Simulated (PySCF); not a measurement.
A GIAO shielding run with PySCF 2.14 (density fitting, non-relativistic, gas phase) on `C=C1C[C@@H]1[C@@H]1CCO[SiH2]1`, C7H12OSi:

```
$ OMP_NUM_THREADS=1 python probes_run.py task.json out

{"job": {"kind": "nmr", "xc": "PBE0", "basis": "pcSseg-1"}, "charge": 0, "multiplicity": 1}
C      2.802376     1.417115    -0.358806
C      1.543811     1.340967    -0.705786
C      0.324437     2.030249    -1.141571
C      0.329892     0.535387    -0.873948
C     -0.393441    -0.007439     0.334096
C      0.142603    -1.379014     0.763445
C     -0.947879    -2.045763     1.600174
O     -2.209647    -1.753985     1.041524
Si    -2.257525    -0.398691     0.130211
H      3.340239     2.352298    -0.366490
H      3.359391     0.544521    -0.055920
H     -0.186661     2.670914    -0.436108
H      0.255345     2.375381    -2.163536
H      0.277735    -0.113607    -1.742520
H     -0.251322     0.697075     1.160423
H      0.322895    -1.984006    -0.128130
H      1.074776    -1.305996     1.324332
H     -0.838165    -3.133288     1.627832
H     -0.929872    -1.667520     2.628649
H     -2.638608    -0.751737    -1.232941
H     -3.129301     0.594080     0.749303
```

Hardware: 1 thread of an Arm Neoverse N1, shared host. The job also computes population analyses, field gradients, ring-centre shieldings.

Task: How large is the calculation?

Result: 76 electrons, 220 basis functions and 1159 auxiliary functions.

Task: How long does it take, and how much memory does it need?

Result: 84 s of wall time, with 14 SCF cycles and 5 response iterations; peak memory 1 GiB. Times on a shared host scatter by some tens of per cent.
